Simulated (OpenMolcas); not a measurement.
Ionisation energies of cobalt

```yaml
Program: OpenMolcas
Basis: ANO-RCC-VQZP [7s6p4d3f2g1h]
Scalar_Hamiltonian: DKH2, point nucleus
Spin-orbit_coupling: RASSI with atomic mean-field integrals over the reference wave functions, term energies averaged over their components
```

Active shells in each charge state: the valence d, s shells, with orbitals averaged over the low states. Where CASPT2's correlated closed shells are named, they are those of the first ion.

A. CASSCF
B. SS-CASPT2, IPEA 0.25 Eh, imaginary shift 0.1 Eh (closed shells correlated: 3s 3p)
C. SS-CASPT2, IPEA 0.25 Eh, imaginary shift 0.1 Eh (closed shells correlated: 2s 2p 3s 3p)
D. SS-CASPT2, IPEA 0 Eh, imaginary shift 0.1 Eh (closed shells correlated: 3s 3p)

Energies in eV between the lowest computed levels, named as in B; reference values from the NIST Atomic Spectra Database with their kind.

```
             From               To       A       B       C       D  Spin-orbit share in B          Reference
Co 3d7 4s2 4F 9/2   Co+ 3d7 4s 5F5   5.846   8.785   8.783   8.803                 -0.006   7.881 (measured)
   Co+ 3d7 4s 5F5  Co2+ 3d7 4F 9/2  15.720  16.712  16.711  16.785                 -0.001  17.084 (measured)
```

Error against the reference values, in %:

```tsv
From	Reference	A	B	C	D
Co	measured	-25.8	+11.5	+11.4	+11.7
Co+	measured	-8.0	-2.2	-2.2	-1.8
```

Mean absolute error over the 2 measured values: A 1.70 eV, B 0.64 eV, C 0.64 eV, D 0.61 eV.

The lowest level within the active space need not be the ion's true ground level.
